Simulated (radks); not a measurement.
Results of a calculation; reference values are marked as such.
Q: Valence configurations of the neodymium ion Nd2+ (all share [Xe]). Code: a radial shooting solver on a logarithmic mesh with Libxc functionals. Model: scalar-relativistic Kohn-Sham, PBE, spin-polarised, spherical densities, finite nucleus; open shells are filled with parallel spins first (spin-orbit coupling, left out, can overturn this in heavy ions); Fermi nuclear charge, rms radius 4.9123 fm. Order these by energy: 4f3.5 6s0.5; 4f3.5 6p0.5; 4f3 5d1; 4f2 6s2; 4f3 6p1; 4f2 5d2; 4f2 5d1 6p1; 4f3 6s0.5 6p0.5; 4f4; 4f3 6s1.

A: From the lowest, in eV above it: 4f4 0.000; 4f3.5 6s0.5 1.626; 4f3 5d1 3.511; 4f3.5 6p0.5 3.575; 4f3 6s1 4.734; 4f3 6s0.5 6p0.5 6.806; 4f3 6p1 8.862; 4f2 5d2 11.252; 4f2 6s2 16.931; 4f2 5d1 6p1 17.859. NIST lists [Xe] 4f4 as the ground configuration; this level of theory agrees among the configurations tried. The energies are those of spherical high-spin densities, not of single terms.
